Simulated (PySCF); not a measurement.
AsH2, multiplicity 2. Atoms are numbered in the order given.

```xyz
3

As     0.0000     0.0000     0.0613
H      0.0000    -1.0866    -1.0107
H      0.0000     1.0866    -1.0107
```
Charge 0, spin multiplicity 2.

Geometry: PBE0-D3(BJ)/def2-TZVPD. The isomer is the one that the SMILES or the coordinates give; other isomers of the formula were not compared.

Method: TDA-PBE/def2-TZVPD in PySCF.

Vertical excitations. The molecule is in vacuum.

Computed UV-visible absorptions:
```
state    energy (eV)  λ (nm)      f                                                    main pairs
-------  -----------  ------  -----  ------------------------------------------------------------
root 1          3.03     409  0.005                                              β HOMO→LUMO 99 %
root 2          4.62     268  0.000                         α HOMO→LUMO+1 9 %, β HOMO−1→LUMO 91 %
root 3          5.23     237  0.030                                             α HOMO→LUMO 100 %
root 4          5.26     236  0.000                         α HOMO→LUMO+1 91 %, β HOMO−1→LUMO 9 %
root 5          6.18     201  0.000                      α HOMO−1→LUMO+1 42 %, β HOMO→LUMO+1 55 %
root 6          6.55     189  0.002                        α HOMO−1→LUMO 36 %, β HOMO→LUMO+2 58 %
root 7          6.97     178  0.172                                            α HOMO→LUMO+2 96 %
root 8          7.16     173  0.149                        α HOMO−1→LUMO 58 %, β HOMO→LUMO+2 36 %
root 9          7.45     166  0.000  α HOMO→LUMO+4 62 %, α HOMO−1→LUMO+1 24 %, β HOMO→LUMO+1 12 %
root 10         7.67     162  0.008                                            α HOMO→LUMO+3 99 %
```
Unrestricted roots are not spin-pure.
